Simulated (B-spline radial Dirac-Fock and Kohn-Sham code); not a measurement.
Calculated with an atomic code on a B-spline grid, using Dirac-Fock orbitals of the configuration average with a finite nucleus.

**Question.** This computed X-ray form factor belongs to an atom or ion in its tabulated ground configuration. Which?

```
sin θ/λ (Å⁻¹)      f₀
         0.12  40.153
         0.15  39.691
         0.19  38.938
         0.23  38.045
         0.83  21.492
         1.02  18.388
         1.26  15.626
         1.56  12.858
         2.38   7.366
```

**Answer.** La¹⁶⁺, with 41 electrons in [Kr] 4d5. f₀ tends to the number of electrons as s goes to zero, which the first rows give only roughly, and the rate of fall reflects the nuclear charge, 57.
